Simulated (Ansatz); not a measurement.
`[F][GeH2][Cl]` → H–F + `[Cl][GeH]` at 500 K and 1 bar (germylene formation by 1,1-elimination).

Calculated with Ansatz (gas phase, PBE0-D4/def2-TZVP geometries, no zero-point term in ΔE). CBS: MP2 limit from def2 TZ/QZ plus the TZ coupled-cluster correction, frozen cores. This one scheme is used for every species. For Ge outer-core shells are correlated without core-valence functions, which leaves a few kJ/mol of doubt a bond. Scalar relativity is left out up to krypton.

```json
{"species": "`[F][GeH2][Cl]`", "CCSD(T)/CBS energy (Eh)": "-2636.95386", "H − E (kJ/mol)": "79.8", "S (J/(mol·K))": "332.0"}
{"species": "H–F", "CCSD(T)/CBS energy (Eh)": "-100.39570", "H − E (kJ/mol)": "39.4", "S (J/(mol·K))": "188.7"}
{"species": "`[Cl][GeH]`", "CCSD(T)/CBS energy (Eh)": "-2536.49422", "H − E (kJ/mol)": "38.3", "S (J/(mol·K))": "287.7"}
```

H − E and S are ideal-gas, rigid-rotor, harmonic terms from PBE0-D4/def2-TZVP. 1 Eh = 2625.50 kJ/mol, R = 8.31446 J/(mol·K).

**Question.** By hand: ΔE, ΔH, ΔS and ΔG.

**Answer.** ΔE = (-100.39570) + (-2536.49422) − (-2636.95386) = 0.06394 Eh = 167.9 kJ/mol. Δ(H − E) = 39.4 + 38.3 − 79.8 = -2.1, so ΔH = 165.8 kJ/mol. ΔS = 188.7 + 287.7 − 332.0 = 144.4 J/(mol·K). ΔG = 165.8 − 500 × (144.4)/1000 = 93.6 kJ/mol.

**Question.** By hand: the equilibrium constant, and the temperature at which ΔG would vanish if ΔH and ΔS stayed fixed.

**Answer.** log₁₀ K = −ΔG/(RT ln 10) = -9.8. ΔG = 0 at ΔH/ΔS = 1148 K.

The number of gas molecules changes by +1, which sets the sign of ΔS. A doubt of 5 kJ/mol in ΔE shifts log₁₀ K by 0.5 here. These are equilibria of isolated gas molecules and say nothing of rates. Largest T1 diagnostic: 0.013 (customary marks: 0.02 for closed shells, 0.045 for open ones).
